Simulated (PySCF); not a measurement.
## Calculated data, BH4Si

Computed with PySCF 2.14.0. Calculation on a computer-drawn molecule: vertical ionisation energy to the stated ion spin, frozen-core CCSD(T) at the basis limit and cheaper methods, single-reference cases, UHF for radicals, no spin-orbit; all values are single points at the evaluated structure, the first of each entry, which is the reference or a displaced copy of it and isn't optimised; the reference structure only sets the zero of the energies above reference; triples share is (T) over the correlation energy.

```xyz
6
formula=BH4Si charge=0 multiplicity=2 ion_multiplicity=1 diffuse_functions=no basis=cc-pV(n+d)Z reference_is=the_Hartree-Fock_double-zeta_minimum best_is=HF_at_quadruple_zeta_+_MP2_correlation_extrapolated_from_triple_and_quadruple_zeta_+_CCSD(T)_minus_MP2_at_triple_zeta basis_step_is=the_size_of_the_change_from_the_same_recipe_one_zeta_lower ionisation_energy_best=8.585 ionisation_energy_basis_step=0.02079 energy_above_reference_best=28.54 energy_above_reference_basis_step=0.2005 total_energy_HF_triple_zeta=-315.8475 total_energy_CCSD(T)_triple_zeta=-316.1151 total_energy_best=-316.1441 T1_diagnostic_at_triple_zeta=0.02182 D1_diagnostic_at_triple_zeta=0.06599 spin_squared_at_triple_zeta=0.7829 ion_T1_diagnostic_at_triple_zeta=0.01156 ion_D1_diagnostic_at_triple_zeta=0.02661 triples_share_at_triple_zeta=0.03538 basis_functions_triple_zeta=125 dipole_magnitude_HF_at_triple_zeta=0.54 dipole_magnitude_CCSD_unrelaxed_at_triple_zeta=0.6586 dipole_magnitude_PBE_at_triple_zeta=0.7416 dipole_magnitude_r2SCAN_at_triple_zeta=0.6801 dipole_magnitude_B3LYP_at_triple_zeta=0.6952 dipole_magnitude_wB97X_at_triple_zeta=0.653
B      0.4301     1.5215    -0.7625
Si    -0.5725     1.4178    -2.4167
H      1.0486     2.6036    -0.5334
H      0.4701     0.6585     0.0821
H     -0.9115     2.6535    -3.8904
H     -1.3217     0.2396    -2.8552
```

Units: ionisation_energy_best, ionisation_energy_basis_step in eV; energy_above_reference_best, energy_above_reference_basis_step in kcal/mol; total_energy_HF_triple_zeta, total_energy_CCSD(T)_triple_zeta, total_energy_best in hartree; dipole_magnitude_HF_at_triple_zeta, dipole_magnitude_CCSD_unrelaxed_at_triple_zeta, dipole_magnitude_PBE_at_triple_zeta, dipole_magnitude_r2SCAN_at_triple_zeta, dipole_magnitude_B3LYP_at_triple_zeta, dipole_magnitude_wB97X_at_triple_zeta in debye.

Reference structure:
```xyz
6
BH4Si
B      0.4462     1.5611    -0.7666
Si    -0.5326     1.3831    -2.4426
H      1.0906     2.5478    -0.5507
H      0.4040     0.6841     0.0484
H     -0.5437     2.4050    -3.5076
H     -1.3536     0.2101    -2.8014
```

Drawn bonds:
```tsv
atom	other atom	order
1	2	1
1	3	1
1	4	1
2	5	1
2	6	1
```

Triple zeta:
```tsv
method	ionisation energy (eV)	energy above reference (kcal/mol)
HF	7.883	32.34
PBE	8.815	24.97
r2SCAN	8.918	27.48
B3LYP	8.689	28.07
wB97X	8.534	29.38
MP2	8.457	31.01
CCSD	8.467	28.85
CCSD(T)	8.542	28.18
```
